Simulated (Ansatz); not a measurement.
Relaxation of Au4O2⁻ with UKS r2SCAN-D4/def2-SVPD.

```sh
$ ansatz run in.yaml --threads 4 --pin off --events-out ev --progress --plain --max-ram 4787MiB
```

```yaml
crystal:
  periodic: [false, false, false]
  atoms:
    - {symbol: Au, position_ang: [-1.540640, -0.359160, -0.679790]}
    - {symbol: Au, position_ang: [-0.595700, -2.556470, 0.559900]}
    - {symbol: Au, position_ang: [0.994460, 0.241450, 0.449020]}
    - {symbol: Au, position_ang: [-0.866000, 2.190890, -1.234510]}
    - {symbol: O, position_ang: [1.106180, -1.550270, 1.102570]}
    - {symbol: O, position_ang: [0.901700, 2.033560, -0.197210]}
basis:
  gaussian: {orbitals: def2-SVPD}
total_charge: -1
magnetization: {spin_polarized: true, initial_magnetization: 1}
hamiltonian: {xc: r2scan, dispersion: d4}
scf: {lower_state_search: "off"}
output: {orbitals: {seedname: orbitals}}
relax: {f_tol: 0.02, max_steps: 100}
```

Hardware: 4 threads of Arm Neoverse V1 on a shared host. Wall time 2.7 min.

Positions (Å) and forces (eV/Å) at steps 1, 2, 3, 4, 5, 6, 7, 8, 9, 10, 11 of 11:

```xyz
6
step=1 energy=-18871.2723 eV
Au   -1.541   -0.359   -0.680   -0.333   -0.080   -0.167
Au   -0.596   -2.556    0.560   -0.563    0.149   -0.339
Au    0.994    0.241    0.449    0.466    0.054    0.221
Au   -0.866    2.191   -1.235   -0.354   -0.411   -0.035
O     1.106   -1.550    1.103    0.505   -0.114    0.304
O     0.902    2.034   -0.197    0.279    0.402    0.016
6
step=2 energy=-18871.4366 eV
Au   -1.693   -0.395   -0.757   -0.200   -0.071   -0.087
Au   -0.625   -2.425    0.504   -0.023   -0.009   -0.014
Au    1.084    0.259    0.488    0.102   -0.010    0.062
Au   -0.877    2.055   -1.185    0.081    0.038    0.045
O     1.163   -1.545    1.132    0.078   -0.023    0.057
O     0.948    2.051   -0.181   -0.039    0.075   -0.063
6
step=3 energy=-18871.4667 eV
Au   -1.837   -0.429   -0.826   -0.024   -0.007   -0.012
Au   -0.612   -2.368    0.490    0.087    0.179   -0.021
Au    1.132    0.267    0.510   -0.014   -0.019   -0.001
Au   -0.860    2.016   -1.154    0.141   -0.125    0.127
O     1.200   -1.539    1.154   -0.075    0.007   -0.034
O     0.977    2.054   -0.174   -0.115   -0.035   -0.059
6
step=4 energy=-18871.5313 eV
Au   -2.014   -0.468   -0.908   -0.235   -0.040   -0.111
Au   -0.586   -2.248    0.455    0.223    0.237    0.039
Au    1.174    0.272    0.531    0.169    0.039    0.074
Au   -0.828    1.921   -1.095    0.130   -0.147    0.118
O     1.242   -1.527    1.181   -0.187   -0.152   -0.048
O     1.012    2.051   -0.164   -0.100    0.062   -0.072
6
step=5 energy=-18871.6839 eV
Au   -2.188   -0.507   -0.986   -0.237   -0.031   -0.116
Au   -0.566   -2.122    0.421    0.183    0.523   -0.076
Au    1.244    0.285    0.563   -0.095    0.013   -0.056
Au   -0.800    1.812   -1.042    0.067   -0.469    0.192
O     1.272   -1.520    1.197   -0.015   -0.349    0.108
O     1.039    2.052   -0.153    0.096    0.313   -0.053
6
step=6 energy=-18871.9522 eV
Au   -2.363   -0.547   -1.066    0.047    0.023    0.016
Au   -0.542   -1.942    0.371   -0.025    0.643   -0.224
Au    1.277    0.291    0.579    0.268    0.124    0.098
Au   -0.761    1.652   -0.966   -0.085   -0.692    0.186
O     1.312   -1.518    1.219   -0.148   -0.474    0.078
O     1.077    2.066   -0.138   -0.057    0.378   -0.154
6
step=7 energy=-18872.2073 eV
Au   -2.475   -0.574   -1.117    0.251    0.070    0.107
Au   -0.541   -1.760    0.311   -0.108    0.476   -0.213
Au    1.345    0.308    0.610    0.260    0.108    0.100
Au   -0.742    1.471   -0.896   -0.100   -0.562    0.136
O     1.322   -1.529    1.227   -0.172   -0.260   -0.006
O     1.091    2.083   -0.134   -0.131    0.168   -0.124
6
step=8 energy=-18872.3433 eV
Au   -2.538   -0.587   -1.147   -0.025   -0.012   -0.010
Au   -0.551   -1.586    0.248    0.053    0.057    0.012
Au    1.419    0.329    0.642    0.125    0.033    0.054
Au   -0.732    1.289   -0.828    0.095   -0.018    0.054
O     1.313   -1.540    1.224   -0.116    0.001   -0.064
O     1.088    2.095   -0.139   -0.131   -0.060   -0.047
6
step=9 energy=-18872.3008 eV rejected
Au   -2.586   -0.599   -1.170    0.011    0.005    0.006
Au   -0.558   -1.514    0.227    0.144    0.012    0.059
Au    1.516    0.351    0.684   -0.738   -0.182   -0.329
Au   -0.722    1.217   -0.803    0.110    0.046    0.051
O     1.289   -1.530    1.204    0.245   -0.205    0.209
O     1.061    2.075   -0.142    0.229    0.325    0.004
6
step=10 energy=-18872.3478 eV
Au   -2.554   -0.591   -1.155    0.004    0.000    0.002
Au   -0.548   -1.553    0.240   -0.016   -0.030    0.002
Au    1.442    0.334    0.651    0.017   -0.001    0.010
Au   -0.722    1.258   -0.813   -0.025    0.025   -0.022
O     1.304   -1.541    1.219    0.009    0.007    0.002
O     1.078    2.094   -0.142    0.011    0.000    0.005
6
step=11 energy=-18872.3481 eV
Au   -2.552   -0.591   -1.153    0.007    0.002    0.003
Au   -0.548   -1.561    0.242    0.002    0.007   -0.001
Au    1.440    0.333    0.651   -0.015   -0.001   -0.007
Au   -0.724    1.266   -0.817    0.005   -0.006    0.005
O     1.305   -1.541    1.220    0.001    0.000    0.000
O     1.079    2.093   -0.142    0.000   -0.002    0.000
```

In the def2 sets Au takes a core potential; there is no spin–orbit coupling. The structure comes from a short search, and lower isomers may exist.
